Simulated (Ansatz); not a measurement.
The same path of AlCl₂FH₂O (7 atoms, charge 0, multiplicity 1) was run twice with different band settings. Lost on the way: O5–H7. Made: F2–H7.

Level of theory: Ansatz 0.2.0, RHF/6-31G*.

Relaxed end points:

```xyz
7
Properties=species:S:1:pos:R:3
Al 0.052 -0.039 0.091
F 0.014 0.549 1.626
Cl 1.824 0.241 -1.010
Cl -1.767 -0.018 -0.996
O 0.065 -1.912 0.669
H -0.539 -2.528 0.260
H 0.031 -2.016 1.618
```

```xyz
7
Properties=species:S:1:pos:R:3
Al -0.033 -0.470 -0.175
F 0.026 -0.030 1.739
Cl 1.779 0.251 -0.958
Cl -1.809 0.394 -0.894
O -0.088 -2.056 0.479
H -0.182 -2.887 0.041
H -0.013 -0.924 2.026
```

Common settings: movable images 7; climbing image yes; optimiser quadratic models (default); start path through a guess of the saddle point; force threshold 0.05 eV/Å; iteration limit 60; end points relaxed.

| run | spring |
| --- | --- |
| 1 | 5.0 eV/Å² |
| 2 | 50.0 eV/Å² |

(1) What does each run give, and how far can it be trusted?

Results:

(1) Run 1: converged after 12 iterations, highest image 1.397 eV above the first end. A vibrational analysis at the climbing image gives one clearly imaginary mode, 851i cm⁻¹: a first-order saddle point.
Run 2: converged after 10 iterations, highest image 1.398 eV above the first end. Another band between the same ends (7 images) ends at a top of the same energy, where a vibrational analysis finds 1 clearly imaginary mode.
The orbitals stay closed-shell, which can raise the energy where a bond breaks towards radicals; this wasn't checked here.
